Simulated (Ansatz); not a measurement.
## Abstraction of H: C2H7MgN + HSe → C2H6MgN + H2Se

Species: C2H7MgN `C[N](C)[MgH]`, singlet; HSe, doublet; C2H6MgN `C[N](C)[Mg]`, doublet; H2Se (hydrogen selenide) `[SeH2]`, singlet. A radical takes H: the energy is the difference in strength between the Mg–H bond broken and the Se–H bond made.

Shapes, held fixed at every level: PBE0-D4/def2-TZVP. Programs: Ansatz 0.2.0. The zero-point and thermal change to 298 K, harmonic and unscaled (PBE0-D4/def2-TZVP), is +6.3 kJ/mol.

Estimate ΔH(298 K) of this reaction.

The highest level, CCSD(T)/def2-TZVPP, gives ΔH(298 K) = -50.1 kJ/mol; the levels span -67.1 to -28.8. The column of differences is taken from that level and isn't an error. No measured value is set beside it here. Open shells run unrestricted. Relativity is left out for Se. Outer-core shells of Mg, Se are correlated in most correlated rows, in sets that cover them unevenly.

```json
{"level": "HF/def2-SVP", "kind": "Hartree–Fock", "ΔH(298 K) (kJ/mol)": "-28.8", "less CCSD(T)/def2-TZVPP": "+21.3"}
{"level": "PBE-D4/def2-TZVPP", "kind": "GGA", "ΔH(298 K) (kJ/mol)": "-67.1", "less CCSD(T)/def2-TZVPP": "-17.0"}
{"level": "r2SCAN-D4/def2-TZVPP", "kind": "meta-GGA", "ΔH(298 K) (kJ/mol)": "-60.7", "less CCSD(T)/def2-TZVPP": "-10.6"}
{"level": "B3LYP-D4/def2-TZVPP", "kind": "global hybrid", "ΔH(298 K) (kJ/mol)": "-50.8", "less CCSD(T)/def2-TZVPP": "-0.7"}
{"level": "BHLYP-D4/def2-TZVPP", "kind": "global hybrid", "ΔH(298 K) (kJ/mol)": "-42.1", "less CCSD(T)/def2-TZVPP": "+8.0"}
{"level": "CCSD/def2-SVP", "kind": "coupled cluster or CI", "ΔH(298 K) (kJ/mol)": "-39.8", "less CCSD(T)/def2-TZVPP": "+10.3"}
{"level": "CCSD/def2-TZVPP", "kind": "coupled cluster or CI", "ΔH(298 K) (kJ/mol)": "-45.1", "less CCSD(T)/def2-TZVPP": "+5.0"}
{"level": "CCSD(T)/def2-TZVPP", "kind": "coupled cluster or CI", "ΔH(298 K) (kJ/mol)": "-50.1", "less CCSD(T)/def2-TZVPP": "0.0"}
```
